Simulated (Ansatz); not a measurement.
System: sum formula BNH6 (charge +1, doublet). SMILES of the parent species: [NH3+][BH3-]
Geometry from a B3LYP-D3(BJ)/def2-TZVP (Ansatz, an electronic-structure program) optimisation:
```xyz
8

B     -0.8071     0.2336    -0.0426
N      0.7079    -0.1119     0.0126
H     -1.5421    -0.7485    -0.3738
H     -1.1305     1.3253    -0.3255
H     -1.5145    -0.4451     0.7657
H      0.9228    -1.0794     0.2650
H      1.1913     0.4918     0.6866
H      1.1531     0.0711    -0.8932
```
Charge +1, spin multiplicity 2.

Parts of the frozen-core correlation energy in def2-SVPD (Ansatz, hartree). Frozen orbitals: 2; correlated occupied orbitals by spin: 7 and 6; virtual: 79 and 80. Open shells are spin-unrestricted. Spin-orbit coupling is left out. Non-relativistic.

```json
[
 {"term": "reference (HF)", "value": "-82.25608"},
 {"term": "MP2 opposite-spin", "value": "…"},
 {"term": "MP2 same-spin", "value": "-0.06017"},
 {"term": "CCSD correlation", "value": "…"},
 {"term": "(T)", "value": "…"},
 {"term": "T1 diagnostic", "value": "0.009"},
 {"term": "largest doubles amplitude", "value": "0.018"},
 {"term": "<S^2> of the reference", "value": "0.757"}
]
```

Problem. Fill in the missing entries.

Solution. 
- MP2 opposite-spin, value: -0.22488
- CCSD correlation, value: -0.31867
- (T), value: -0.00784
